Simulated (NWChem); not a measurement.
# FeCl$_{2}$, quintet; SMILES [Cl][Fe][Cl]

Question: Give the equilibrium geometry at B3LYP/6-31G* (spherical d), spin-unrestricted (NWChem) as a Z-matrix, with the point group.

Answer: point group D*h; any orientation.
```
Fe
Cl 1 2.1312
Cl 1 2.1312 2 179.95
```
